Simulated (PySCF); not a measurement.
# Ionisation energy of Kr²⁺ by level of theory

Kr²⁺ [Ar] 3d10 4s2 4p4 (3P) → Kr³⁺ [Ar] 3d10 4s2 4p3 (4S), as a difference of total energies. Calculation: PySCF 2.14, in aug-cc-pVQZ-PP with ECP10MDF (7s6p5d3f2g, 89 functions); a scalar-relativistic core potential. Correlated levels: valence: 3s2 3p6 3d10 frozen. The calculations carry no spin-orbit coupling.

```json
{"method": "UHF", "ionisation energy (eV)": "34.334"}
{"method": "LDA", "ionisation energy (eV)": "35.729"}
{"method": "PBE", "ionisation energy (eV)": "35.432"}
{"method": "PBE0", "ionisation energy (eV)": "35.474"}
{"method": "r2SCAN", "ionisation energy (eV)": "35.577"}
{"method": "TPSSh", "ionisation energy (eV)": "35.487"}
{"method": "CAM-B3LYP", "ionisation energy (eV)": "35.667"}
{"method": "B97-3", "ionisation energy (eV)": "35.470"}
{"method": "revPBE", "ionisation energy (eV)": "35.354"}
{"method": "MP2 (valence)", "ionisation energy (eV)": "35.176"}
{"method": "SCS-MP2 (valence)", "ionisation energy (eV)": "35.275"}
```

Question: How much does correlation contribute at MP2 (valence)?

Answer: 35.176 − (34.334) = 0.842 eV, measured against UHF.

The reference lies between the lowest fine-structure levels, while these numbers refer to the centres of the terms.

Errors of the correlated levels include the incompleteness of this basis and the frozen core.

For comparison: 35.838 ± 0.02 eV (measured; NIST Atomic Spectra Database, ionization energies).
